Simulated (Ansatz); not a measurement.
Z-matrix (Å, degrees):
```
C
N 1 1.447
H 1 1.093 2 110.7
H 1 1.094 2 109.5 3 -117.5
H 1 1.100 2 114.1 3 122.0
Si 2 1.733 1 120.9 3 164.0
H 2 1.008 1 113.1 3 -51.1
Al 6 2.477 2 116.8 1 56.8
H 6 1.494 2 106.2 1 178.9
H 6 1.496 2 107.9 1 -66.2
H 8 1.595 6 121.5 2 6.4
H 8 1.594 6 121.2 2 -174.6
```

The species carries charge 0 and has multiplicity 1.

Q: List the B3LYP/def2-TZVPP orbital energies in eV (the Gaussian-basis code of Ansatz). (Estimate.)

A: Ansatz gave: Occupied: -1798.73, -1524.33, -389.02, -277.51, -143.24, -112.31, -98.57, -98.55, -98.54, -73.07, -72.84, -72.84, -23.91, -18.23, -14.61, -12.95, -11.82, -11.44, -10.82, -9.71, -9.26, -8.22, -7.85, -6.05. Lowest empty: -2.12, -0.28, 0.53, 1.10, 1.28, 1.73, 1.76, 2.12.

B3LYP here is the variant with VWN-RPA as its local correlation; programs differ in this.
